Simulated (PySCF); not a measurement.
## Calcium: a sound run and one with changed settings

Sound run: Ca [Ar] 4s2, Ca⁺ [Ar] 4s1. All numbers are calculated (PySCF 2.14, the non-relativistic Hamiltonian (point nucleus), in pcseg-2). In the sound run the correlated levels freeze [Ar]. The sound run starts from symmetry-adapted Hartree-Fock orbitals and uses a fine grid where one is needed.

Changed run: initial guess 1e, at most 50 SCF cycles.

```json
{"species": "Ca", "method": "UHF", "sound run (hartree)": "-676.74397", "changed run (hartree)": "-676.74397", "converged": "yes"}
{"species": "Ca", "method": "r2SCAN", "sound run (hartree)": "-677.51442", "changed run (hartree)": "-677.51442", "converged": "yes"}
{"species": "Ca", "method": "CCSD(T)", "sound run (hartree)": "-676.77173", "changed run (hartree)": "-676.77173", "converged": "yes"}
{"species": "Ca⁺", "method": "MN15", "sound run (hartree)": "-677.33129", "changed run (hartree)": "-677.33129", "converged": "yes"}
```

Here the plain start reaches the same solutions.
